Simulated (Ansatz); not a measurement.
A structure relaxed at PBE-D4/def2-TZVP in Ansatz, charge 0, singlet:

```xyz
3

Si    0.818   -0.430    0.210
Br    0.351    0.970   -1.516
Br   -1.169   -0.540    1.305
```

Question: Give its formula, name or SMILES and point group.

Answer: SiBr₂. Point group C2v (tolerance 0.1 Å).

Question: Summarise the bond lengths by kind (pairs closer than 1.2 times the sum of covalent radii, bridged metal pairs left out).

Answer: 2 × Br–Si 2.27 Å.
